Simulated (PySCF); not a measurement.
## Continuum solvent and chemical shifts

Bonds (- single, = double, # triple, : aromatic): F1-C2, C2-F3, C2-C4, C4-F5, C4-F6, C4-C7, C7-O8, O8-C9, C9-F10, C9-F11, C9-C12, C12-F13, C12-F14. C2 carries H15; C7 carries H16, H17; C12 carries H18.

GIAO PBE0/pcSseg-1 in PySCF 2.14.0 with density-fitted response routines on one PBE0-D3(BJ)/def2-SVP conformer, non-relativistic, equivalent nuclei averaged. Solvents enter as an IEF-PCM continuum (tetrahydrofuran with ε = 7.4, acetonitrile with ε = 35.7) around the gas-phase geometry. Shifts are referred to CFCl3, TMS computed in the same medium.

In tetrahydrofuran, δ in ppm: F10/F11 -114.4, F5/F6 -135.4, F1/F3 -149.5, F13/F14 -155.5, C9 121.6, C4 118.2, C2 115.4, C12 113.1, C7 59.8, H15 6.04, H18 5.84, H16/H17 4.40. Dipole moment 2.50 D.

(1) How does each δ change in the more polar medium?

(2) Which nuclei move most (in ppm), and what does the model miss?

## Answers

(1) 
| atoms | environment | Δδ, acetonitrile |
| --- | --- | --- |
| F10/F11 | fluorine of a CF2 group | +0.3 |
| F5/F6 | fluorine of a CF2 group | +0.2 |
| F1/F3 | fluorine of a CF2 group | -0.4 |
| F13/F14 | fluorine of a CF2 group | -0.5 |
| C9 | fully substituted sp3 carbon bonded to 2 F and O | +0.2 |
| C4 | fully substituted sp3 carbon bonded to 2 F | +0.3 |
| C2 | sp3 CH bonded to 2 F | +0.2 |
| C12 | sp3 CH bonded to 2 F | +0.3 |
| C7 | sp3 CH2 bonded to O | +0.2 |
| H15 | hydrogen on an sp3 CH bonded to 2 F | +0.06 |
| H18 | hydrogen on an sp3 CH bonded to 2 F | +0.06 |
| H16/H17 | hydrogen on an sp3 CH2 bonded to O | +0.05 |

Changes are relative to tetrahydrofuran. The dipole moment becomes 2.60 D in acetonitrile.

(2) F1/F3 (fluorine of a CF2 group, -0.4 ppm) and F13/F14 (fluorine of a CF2 group, -0.5 ppm) in acetonitrile. A continuum only polarises the solute; specific hydrogen bonds, the anisotropy of aromatic solvents and changes of geometry or conformer are outside it.
